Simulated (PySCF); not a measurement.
## TDDFT excited states: C3H11FSi2

Compound: C3H11FSi2.
Structure used (PBE0-D3(BJ)/def2-SVP), in Å, numbered top down from 1:
```xyz
17
C3H11FSi2 angstrom
C      2.6071   -0.0615   -0.3019
C      1.1611    0.4199   -0.2420
Si    -0.0746   -0.8478    0.3934
C     -1.7681   -0.0114    0.6457
F     -1.5828    1.0222    1.5782
Si    -2.5864    0.7167   -0.9068
H      3.2843    0.7330   -0.6525
H      2.7240   -0.9162   -0.9873
H      2.9673   -0.3857    0.6874
H      0.8234    0.7624   -1.2357
H      1.0643    1.2955    0.4239
H     -0.2478   -1.9916   -0.5587
H      0.3768   -1.3857    1.7147
H     -2.4696   -0.7474    1.0833
H     -1.7053    1.7535   -1.5208
H     -3.8947    1.3413   -0.5508
H     -2.8085   -0.3882   -1.8897
```

Method: TDDFT B3LYP/def2-SVPD, vertical, gas phase, core orbitals frozen in the response (PySCF 2.14.0, density-fitted response routines).

Question: List the vertical singlet excitations with oscillator strengths and describe the spectrum.

Answer: 

| state | E (eV) | E (hartree) | f | main configurations (H = HOMO, L = LUMO) |
| --- | --- | --- | --- | --- |
| S1 | 6.97 | 0.2560 | 0.021 | H→L (71%), H→L+2 (25%) |
| S2 | 7.29 | 0.2678 | 0.0086 | H→L+2 (70%), H→L (27%) |
| S3 | 7.36 | 0.2703 | 0.115 | H→L+1 (93%) |
| S4 | 7.43 | 0.2731 | 0.0086 | H-1→L (84%), H-1→L+2 (9%) |
| S5 | 7.51 | 0.2761 | 0.020 | H-1→L+1 (95%) |
| S6 | 7.60 | 0.2791 | 0.0003 | H-1→L+2 (83%), H-1→L (11%) |
| S7 | 7.78 | 0.2858 | 0.0074 | H→L+3 (73%), H→L+4 (17%) |
| S8 | 7.97 | 0.2927 | 0.093 | H→L+4 (52%), H→L+5 (37%) |
| S9 | 8.11 | 0.2981 | 0.0087 | H→L+5 (40%), H-1→L+3 (22%), H→L+3 (16%) |
| S10 | 8.12 | 0.2984 | 0.010 | H-2→L (72%), H-3→L (8%) |

Triplets (Tamm–Dancoff): T1 6.46 eV, H→L+2 (52%), H→L (41%); T2 6.90 eV, H→L (46%), H→L+2 (34%), H→L+1 (13%); T3 7.10 eV, H→L+1 (58%), H-1→L+2 (9%); T4 7.16 eV, H-1→L (48%), H-1→L+2 (14%), H→L+1 (14%).

The lowest singlet lies at 6.97 eV (178 nm, vacuum ultraviolet) and is weak; its leading configuration is HOMO→LUMO (71%). The most intense listed level is S3 at 7.36 eV (169 nm, f = 0.115), 0.39 eV above S1. S9/S10 lie within about 0.01 eV of each other. Löwdin shares by element: HOMO carbon 32% or more, silicon 27%, fluorine 22% (atoms not listed hold the other 19%); LUMO silicon 38%, carbon 14% or more, fluorine 8% (atoms not listed hold the other 40%). Weighted by f, the mean energy of these states is 7.59 eV. The oscillator strengths of these states sum to 0.293; summed over the whole spectrum of an exact calculation they would give the number of electrons, 66 (Thomas–Reiche–Kuhn). The listed states span 1.15 eV, and the widest gap between neighbours is 0.32 eV (S1 to S2). The vertical ionisation energy (ΔSCF) is 10.02 eV, 1.90 eV above S10. The window holds the lowest 10 singlets.

The run took 3.6 min wall on Arm Neoverse V1, one thread, no GPU, shared host.

One conformer stands for the species.
